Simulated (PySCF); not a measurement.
Work out the structure from these simulated measurements.

Elements present: C, H, S and Si. Monoisotopic mass: 130.0272 u.

- Dipole: 1.93 D [PBE0/def2-SVPD]
- Triplet: lowest triplet excitation (Tamm–Dancoff): 4.25 eV [TDA PBE0/def2-SVPD]
- 13C NMR: chemical shifts (computed TMS as zero) by class: 143.4 (1 C), 142.4 (1 C), 39.8 (1 C), 21.4 (1 C), 17.3 (1 C) ppm [GIAO PBE0/pcSseg-1]
- 1H NMR: chemical shifts (computed TMS as zero) by class: 6.44 (1 H), 6.41 (1 H), 6.24 (1 H), 4.68 (1 H), 2.83 (1 H), 2.55 (1 H), 2.20 (1 H), 1.74 (1 H), 1.40 (1 H), 1.03 (1 H) ppm [GIAO PBE0/pcSseg-1]
- Rotational structure: rotational constants A, B, C: 3.797, 1.069, 0.944 GHz [GFN2-xTB]
- Polarisability: 104.9 au [PBE0/def2-SVPD]

Electronic properties: PySCF, gas phase, density fitting. Levels stand in brackets. Geometry: GFN2-xTB, one conformer, isolated molecule. Each NMR value is the plain mean over a class of atoms that symmetry, rotation or inversion makes alike.

Q: Which formula fits the mass and the elements?

A: C5H10SSi (calculated 130.0272). No other formula that holds each of these elements comes within 0.0003 u with a fitting electron parity and a possible valence count.

Q: What is the compound? Reason from the data.

A: Numbering: `[CH2:1]=[CH:2][Si@@H:3]1[CH2:4][CH2:5][S:6][CH2:7]1`. Its formula, C5H10SSi, gives 2 degrees of unsaturation: 1 ring and 1 π bond in the structure found. 5 carbons fall into 5 classes; from least to most shielded: terminal =CH2 carbon [C1] (143.4 ppm), alkene CH carbon [C2] (142.4 ppm), ring sp3 carbon bound to sulfur [C5] (39.8 ppm), ring sp3 carbon bound to silicon [C4] (21.4 ppm), ring sp3 carbon bound to sulfur [C7] (17.3 ppm). Hydrogen classes from least to most shielded: 1 H on an alkene CH carbon, C2 (6.44 ppm), 1 H on a terminal =CH2 carbon, C1 (6.41 ppm), 1 H on a terminal =CH2 carbon, C1 (6.24 ppm), 1 H on an SiH silicon, Si3 (4.68 ppm), 1 H on an sp3 carbon bound to sulfur, C5 (2.83 ppm), 1 H on an sp3 carbon bound to sulfur, C5 (2.55 ppm), 1 H on an sp3 carbon bound to sulfur, C7 (2.20 ppm), 1 H on an sp3 carbon bound to sulfur, C7 (1.74 ppm), 1 H on an sp3 carbon bound to silicon, C4 (1.40 ppm), 1 H on an sp3 carbon bound to silicon, C4 (1.03 ppm). The optimised geometry has point group C1 and is an asymmetric top. Structure: `C1[Si@@H](CCS1)C=C`. Computed isomers that give other values at the same levels: `C[SiH2]S[C@]12C[C@H]1C2` (13C chemical shifts (computed TMS as zero) by class: 39.4 (2 C), 16.3 (1 C), 9.9 (1 C), -1.5 (1 C) ppm); `CC(C)C1=C[SiH2]S1` (13C chemical shifts (computed TMS as zero) by class: 190.0 (1 C), 111.9 (1 C), 41.2 (1 C), 22.2 (2 C) ppm); `C/C=C(/[SiH3])C(C)=S` (13C chemical shifts (computed TMS as zero) by class: 267.3 (1 C), 158.7 (1 C), 151.8 (1 C), 44.8 (1 C), 21.6 (1 C) ppm). The assignments are read from this structure; whether some other isomer fits the data as well wasn't checked. The mirror image fits equally.
